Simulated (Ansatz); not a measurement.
Basis sets compared for Si₁₆Bi. Total charge 0; doublet. Geometry r2SCAN-D4/def2-SVP. Ansatz on 2 threads of AMD EPYC 7R13 on a shared host and a share (18 GiB) of an NVIDIA H100 80GB HBM3; times are rough, and most runs start from earlier orbitals.

```xyz
17

Bi    0.309    0.932    3.896
Si    2.235   -1.303    0.854
Si    1.723    1.454   -2.353
Si    1.603    2.803   -0.220
Si   -2.519   -0.149   -0.600
Si   -0.525    0.389   -2.111
Si   -0.671    1.795   -0.206
Si    0.199   -1.358    2.258
Si   -2.234   -1.137   -2.784
Si   -1.502    0.546    1.931
Si   -1.894   -1.753    1.119
Si    1.539   -0.805   -1.519
Si    0.982    0.861    1.298
Si   -2.876    1.929    0.601
Si    2.986    0.764   -0.238
Si   -0.786   -1.975   -1.016
Si    1.432   -2.992   -0.908
```

In the def2 sets Bi takes a core potential; there is no spin–orbit coupling. Single mean-field runs in def2-TZVP are fitted with def2-universal-jkfit. Another isomer (doublet) lies 0.22 eV lower at PBE0-D4/def2-TZVP; other spin states weren't run for this one.

Binding counts from free atoms (Bi quartet, Si triplet) in the same basis, without a counterpoise term.

```
           level  functions  energy (Eh)  HOMO (eV)  LUMO (eV)  binding per atom (eV)  wall time
 PBE-D4/def2-SVP        314   -4843.0046      -4.81      -4.57                   3.82      3.8 s
PBE0-D4/def2-SVP        314   -4843.3357      -5.52      -4.20                   3.67      4.9 s
```

Estimate the rows for PBE-D4/def2-TZVP (with forces), PBE0-D4/def2-TZVP.


| level | functions | energy (Eh) | HOMO (eV) | LUMO (eV) | binding per atom (eV) | wall time |
| --- | --- | --- | --- | --- | --- | --- |
| PBE-D4/def2-TZVP (with forces) | 642 | -4844.6255 | -4.70 | -4.45 | 3.88 | 7.5 s |
| PBE0-D4/def2-TZVP | 642 | -4844.9443 | -5.36 | -4.03 | 3.74 | 11 s |
